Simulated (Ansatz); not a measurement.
The pair A = BH3 (SMILES B) (first 4 atoms), B = CH4O (SMILES CO); geometry from B3LYP-D3(BJ)/def2-TZVP.
(charge 0, multiplicity 1):
| atom | x (Å) | y (Å) | z (Å) |
|---|---|---|---|
| B | 0.0314 | -0.0098 | 0.7831 |
| H | -0.3262 | 1.1245 | 0.6106 |
| H | -0.6037 | -0.8514 | 0.2043 |
| H | 1.2284 | -0.1728 | 0.7716 |
| C | 0.2917 | 0.5197 | 3.3531 |
| O | -0.3957 | -0.2912 | 2.3757 |
| H | -0.0646 | 0.2545 | 4.3471 |
| H | 0.0334 | 1.5476 | 3.1189 |
| H | 1.3688 | 0.3799 | 3.2651 |
| H | -0.2545 | -1.2285 | 2.5583 |

Cores are frozen in the correlated methods. MP2 and its Hartree–Fock in aug-cc-pVTZ are density fitted.

Run with Ansatz (Gaussian basis) for Hartree–Fock, density functionals and correlated methods. Values without a source in brackets are computed.

The counterpoise-corrected interaction energy is E(AB) − E(A in the pair's basis) − E(B in the pair's basis). Total energies (hartree):

```
level                          AB  A in the pair's basis  B in the pair's basis
-------------------  ------------  ---------------------  ---------------------
HF/aug-cc-pVDZ       -141.4657795            -26.3748328           -115.0610169
MP2/aug-cc-pVDZ      -141.9380144            -26.4727695           -115.4234822
HF/aug-cc-pVTZ       -141.5068227            -26.3832460           -115.0908995
MP2/aug-cc-pVTZ      -142.0763134            -26.4997909           -115.5293512
CCSD(T)/aug-cc-pVDZ  -141.9965083            -26.4990905           -115.4573789
```

**Question.** Work out the counterpoise-corrected interaction energy at the basis-set limit: extrapolate the MP2 correlation part as X⁻³, take Hartree–Fock from the larger set, and add the CCSD(T) − MP2 difference of aug-cc-pVDZ.

**Answer.** 
1. Differences (1 hartree = 627.509 kcal/mol): HF/aug-cc-pVDZ -18.781; MP2/aug-cc-pVDZ -26.206; HF/aug-cc-pVTZ -20.505; MP2/aug-cc-pVTZ -29.600; CCSD(T)/aug-cc-pVDZ -25.125.
2. Correlation parts, MP2 less HF: -7.425 in aug-cc-pVDZ (X = 2), -9.095 in aug-cc-pVTZ (X = 3).
3. Limit (3³·(-9.095) − 2³·(-7.425))/(3³ − 2³) = -9.798; with HF/aug-cc-pVTZ it gives -30.304.
4. CCSD(T) less MP2 in aug-cc-pVDZ: 1.082.
Result: -29.22 kcal/mol, against -26.21 at MP2/aug-cc-pVDZ. It is an estimate of this method's limit, not of the exact value.

Ansatz is an electronic-structure program.
